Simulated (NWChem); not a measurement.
# C₂H₄BClO₂; SMILES OB(O)C(=C)Cl

```xyz
10

C      1.8669     0.4821    -0.0018
C      0.5433     0.3207    -0.0005
Cl    -0.5083     1.7653     0.0002
B     -0.2084    -1.0638     0.0000
O      0.5611    -2.1907     0.0020
O     -1.5678    -1.1707    -0.0017
H      2.3530     1.4531    -0.0024
H      2.4968    -0.4031    -0.0023
H      0.0060    -2.9856     0.0018
H     -2.0001    -0.3024    -0.0028
```
Atoms are numbered in this order, from 1.

Level: B3LYP/6-31G* (spherical d) (NWChem), optimised geometry, unscaled harmonic frequencies. 

```
frequency (cm⁻¹)  IR intensity (km/mol)
----------------  ---------------------
59                                  3.7
190                                 5.0
303                                 2.0
311                                 1.3
393                                 3.3
455                                18.7
533                               190.8
594                                73.2
602                                 5.9
663                                58.5
742                                20.5
815                                 7.5
960                                39.1
1023                              138.0
1052                              121.8
1129                               33.5
1360                              278.1
1448                              179.2
1463                              193.0
1694                               24.6
3176                                1.0
3264                                1.3
3751                               68.7
3766                               58.3
```

```
Property                                                                            Value
-----------------------------------------------------------------------  ----------------
zero-point energy                                                           42.5 kcal/mol
thermal correction to the enthalpy at 298.15 K (with zero-point energy)     47.2 kcal/mol
heat capacity Cv                                                         23.2 cal/(mol K)
entropy at 298.15 K and 1 atm (symmetry number 1)                        81.3 cal/(mol K)
dipole moment                                                                      0.76 D
```

Rigid rotor and harmonic oscillator; modes under 100 cm⁻¹ make the entropy uncertain.
